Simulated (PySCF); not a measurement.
# One molecule, a ladder of functionals, a line

Molecule: `CC(C)N[SiH2][SiH3]`, C$_{3}$H$_{13}$NSi$_{2}$.

Molfile (atoms numbered from 1):
```
C3H13NSi2
     RDKit          3D

 19 18  0  0  0  0  0  0  0  0999 V2000
   -1.3438    1.1859   -1.2453 C   0  0  0  0  0  0  0  0  0  0  0  0
   -0.8960   -0.0419   -0.4561 C   0  0  0  0  0  0  0  0  0  0  0  0
   -1.8438   -0.3493    0.6960 C   0  0  0  0  0  0  0  0  0  0  0  0
    0.4691    0.0787    0.0340 N   0  0  0  0  0  0  0  0  0  0  0  0
    1.8774   -0.4048   -0.8554 Si  0  0  0  0  0  4  0  0  0  0  0  0
    3.7143   -0.2444    0.5929 Si  0  0  0  0  0  4  0  0  0  0  0  0
   -2.3589    1.0580   -1.6530 H   0  0  0  0  0  0  0  0  0  0  0  0
   -1.3520    2.0780   -0.5967 H   0  0  0  0  0  0  0  0  0  0  0  0
   -0.6595    1.3857   -2.0838 H   0  0  0  0  0  0  0  0  0  0  0  0
   -0.9066   -0.9091   -1.1420 H   0  0  0  0  0  0  0  0  0  0  0  0
   -1.8587    0.4869    1.4157 H   0  0  0  0  0  0  0  0  0  0  0  0
   -1.5188   -1.2518    1.2331 H   0  0  0  0  0  0  0  0  0  0  0  0
   -2.8747   -0.5001    0.3408 H   0  0  0  0  0  0  0  0  0  0  0  0
    0.5778    0.8189    0.7214 H   0  0  0  0  0  0  0  0  0  0  0  0
    2.1778    0.3952   -2.0964 H   0  0  0  0  0  0  0  0  0  0  0  0
    1.6847   -1.8171   -1.3149 H   0  0  0  0  0  0  0  0  0  0  0  0
    3.7211    1.0999    1.2547 H   0  0  0  0  0  0  0  0  0  0  0  0
    4.9980   -0.4014   -0.1595 H   0  0  0  0  0  0  0  0  0  0  0  0
    3.6533   -1.2891    1.6616 H   0  0  0  0  0  0  0  0  0  0  0  0
  1  2  1  0
  2  3  1  0
  2  4  1  0
  4  5  1  0
  5  6  1  0
  1  7  1  0
  1  8  1  0
  1  9  1  0
  2 10  1  0
  3 11  1  0
  3 12  1  0
  3 13  1  0
  4 14  1  0
  5 15  1  0
  5 16  1  0
  6 17  1  0
  6 18  1  0
  6 19  1  0
M  END
```

GIAO shieldings (ppm, equivalent atoms averaged) in PySCF on the PBE0-D3(BJ)/def2-SVP geometry, basis pcSseg-1, gas phase, non-relativistic:

| functional | exact exchange (%) | σ(C2) | σ(N4) | σ(Si5) | σ(Si6) |
| --- | --- | --- | --- | --- | --- |
| BLYP | 0 | 120.2 | 206.7 | 380.7 | 436.1 |
| BP86 | 0 | 125.9 | 213.1 | 389.5 | 446.4 |
| PBE | 0 | 126.3 | 213.2 | 390.8 | 449.2 |
| PBE0 | 25 | 134.0 | 221.9 | 405.0 | 460.5 |
| mPW1PW91 | 25 | 133.4 | 221.4 | 403.1 | 457.0 |
| BHandHLYP | 50 | 135.4 | 223.2 | 410.1 | 460.9 |
| HF | 100 | 148.0 | 236.5 | 442.5 | 487.3 |

**Question.** Fit each shielding as a line in the percentage of exact exchange.

**Answer.** σ(C2) = 125.2 + 0.23 x (rms 2.5 ppm); σ(N4) = 212.3 + 0.25 x (rms 2.8 ppm); σ(Si5) = 387.7 + 0.54 x (rms 3.8 ppm); σ(Si6) = 444.8 + 0.42 x (rms 4.7 ppm). The functionals also differ in their semilocal parts, which the line can't hold; Hartree–Fock has no correlation at all.

**Question.** What does the line predict for B3LYP (20 %), and what does the run give?

**Answer.** σ(C2): 129.8 predicted, 127.0 computed; σ(N4): 217.3 predicted, 214.3 computed; σ(Si5): 398.5 predicted, 392.4 computed; σ(Si6): 453.2 predicted, 446.2 computed ppm.
